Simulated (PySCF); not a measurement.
# Bond length, frequency and bond energy of SbAs by level of theory

State: ¹Σ⁺ (singlet), closed shell. Set-up: PySCF, scalar-relativistic core potentials, basis sets Sb cc-pVDZ-PP with ECP28, As cc-pVDZ-PP with ECP10. De refers to Sb + As in their high-spin ground configurations, without counterpoise correction. A positive dipole means Sb(−)As(+).

```
      Level  Re (Å)  ωe (cm⁻¹)  De (eV)  μ (D)
        RHF   2.253        416   -0.233  -1.06
    RHF-MP2   2.366        302     2.67    n/a
RHF-SCS-MP2   2.359        310     2.56    n/a
   RHF-CCSD   2.322        353     2.12    n/a
RHF-CCSD(T)   2.345        332     2.48    n/a
        PBE   2.325        348     3.52  -0.82
     r²SCAN   2.299        365     3.06  -0.90
      TPSSh   2.300        365     3.19  -0.88
      B3LYP   2.311        359     3.28  -0.84
       PBE0   2.290        375     2.97  -0.90
  BHandHLYP   2.275        388     2.65  -0.93
```

Which functional lies closest to RHF-CCSD(T) in De, which farthest, and by how much do they differ from it?

Closest is BHandHLYP (-7.0 pm in Re, +16.9 % in ωe, +0.17 eV in De against RHF-CCSD(T) in the same basis), farthest PBE (-2.0 pm in Re, +4.8 % in ωe, +1.04 eV in De). CCSD(T) converges more slowly with the basis than the functionals do and binds too weakly in this one, so the order can change at the basis-set limit.

What does second-order correlation do here, going from RHF to RHF-MP2?

RHF-MP2 less RHF: +11.3 pm in Re, -27.4 % in ωe, +2.90 eV in De. Correlation nearly always deepens the well. The bond lengthens, as in strong covalent bonds, where excitations into antibonding orbitals dominate.

What does the triples do here, going from RHF-CCSD to RHF-CCSD(T)?

RHF-CCSD(T) less RHF-CCSD: +2.3 pm in Re, -5.9 % in ωe, +0.36 eV in De. Correlation nearly always deepens the well. The bond lengthens, as in strong covalent bonds, where excitations into antibonding orbitals dominate.

Correlated steps freeze 8 core orbitals. Correlated levels converge slowly with the basis: in double zeta they bind strong bonds too weakly, by up to about 1 eV, and carry superposition errors of some tenths. Spin–orbit coupling is left out, which matters for elements this heavy, above all for dissociation energies. Where the molecule has an RHF reference, its open-shell atoms are computed with UHF. A negative De means that the minimum lies above the separated atoms at that level.

The whole job (state search and all levels along the bond) took about 2 min on 1 thread of Arm Neoverse V2 (shared host), peak memory 0.52 GiB.
